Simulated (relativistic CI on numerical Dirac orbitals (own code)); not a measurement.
Mo⁵⁺: L-alpha,beta X-ray emission

Computed with this model: Dirac-Coulomb-Breit CI, KLI orbitals optimised for each configuration, QED by a radiative potential, valence Slater integrals scaled by 0.8, multiplet model of X-ray emission after core ionisation; configurations [Kr] 4d → [He] 2s2 2p5 3s2 3p6 3d10 4s2 4p6 4d → [Ar] 3d9 4s2 4p6 4d; 300 K; Lorentzian 2.8 eV and Gaussian 0.6 eV FWHM. Energies are those of the free ion, without screening or charge transfer. S is read from ⟨S²⟩ = S(S + 1).

free ion: ground-state S = 0.50, centroid 2330.09 eV. Peaks (eV, height): 2295.6 (100), 2397.6 (52).

Strongest unbroadened transitions for free ion:

```tsv
Energy (eV)	Relative strength
2292.63	13.0
2295.15	5.3
2295.18	4.3
2295.25	11.3
2295.36	6.3
2295.41	50.2
2295.45	27.2
2295.79	100.0
2295.80	19.5
2296.34	10.6
2296.55	13.7
2387.97	5.2
2396.71	23.9
2397.42	23.8
2397.64	65.4
2398.04	12.7
2398.59	11.9
2399.70	4.7
```
